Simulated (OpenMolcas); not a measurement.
Sr⁺: effect of the level shift or regulariser

| Quantity | Value |
| --- | --- |
| Program | OpenMolcas |
| Basis | ANO-RCC-VQZP [8s7p4d2f1g] |
| Scalar Hamiltonian | DKH2, point nucleus |
| Active space | 1 electron in 4 orbitals (5s 5p) |
| State averaging | 2S+1 = 2 even, 1 root; 2S+1 = 2 odd, 3 roots |
| Spin-orbit coupling | RASSI with atomic mean-field integrals over the reference wave functions, term energies averaged over their components |

Methods on the same reference wave functions:
A. CASSCF
B. SS-CASPT2, IPEA 0.25 Eh, imaginary shift 0.1 Eh (closed shells correlated: 4s 4p)
C. SS-CASPT2, IPEA 0.25 Eh, sigma2 regulariser 0.3 Eh (closed shells correlated: 4s 4p)

Energies in cm-1 above 5s 2S 1/2, the measured ground level; measured values from NIST Handbook of Basic Atomic Spectroscopic Data.

```
     Level      A      B      C  Measured
 5s 2S 1/2    0.0    0.0    0.0       0.0
5p 2P* 1/2  21790  23794  23794     23715
5p 2P* 3/2  22350  24354  24354     24517
```

Deviations, from unrounded energies. A percentage is the sum of absolute deviations over the sum of measured energies, with the sign that they share, or ± where signs differ.

| Against measurement | Levels | A | B | C |
| --- | --- | --- | --- | --- |
| mean absolute deviation (cm-1) | 2 | 2000 | 120 | 120 |
| other configurations (%) | 2 | -8.5 | ±0.5 | ±0.5 |

B, C lie about equally close to measurement and A furthest from it. The largest miss of C in the table is 5p 2P* 3/2, by -160 cm-1. The ranking rests on the paired levels alone, and a cruder setting can come out closer through cancelling errors.

Between B and C no level of the table moves by more than 5 cm-1.

The two smallest mean deviations differ by little beside CASPT2's spread within terms, so their order carries little weight.

The lowest spin-free term lies below A's lowest term by 0.217 hartree in B, 0.217 hartree in C.

ANO sets are built for ground and valence states and can reach diffuse excited orbitals poorly. With one active electron the reference holds no correlation, so core polarisation is missing (holds for A). With one active electron, CASPT2 adds the correlation within the correlated inactive shells and between them and that electron, and leaves the splitting within a term as the reference gives it (holds for B; C). Computed and measured levels are paired by configuration, term and J; levels that our copy of the source lacks, or whose pairing is in doubt (as where it misses far off the trend of its configuration), stay unpaired and out of the deviations. Levels of configurations outside the active space are missing.

* marks odd parity.
